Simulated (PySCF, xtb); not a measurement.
C₃H₇NOSi, SMILES C1=CO[SiH2]NC1.

GFN2-xTB (xtb) at its own geometry gives an orbital gap of 4.64 eV and a dipole moment of 1.83 D.

The structure is a stationary point at B3LYP-D3(BJ)/def2-SVP. This is a generated structure with no PubChem entry under its InChIKey; it may be hypothetical. One conformer was computed; it need not be the lowest.

Question: What does M06-2X/def2-TZVP (PySCF) give? (An estimate is asked for; the answer gives what the named calculation found.)

Answer: gap 8.82 eV (levels -7.64 and 1.17 eV), dipole 1.90 D.
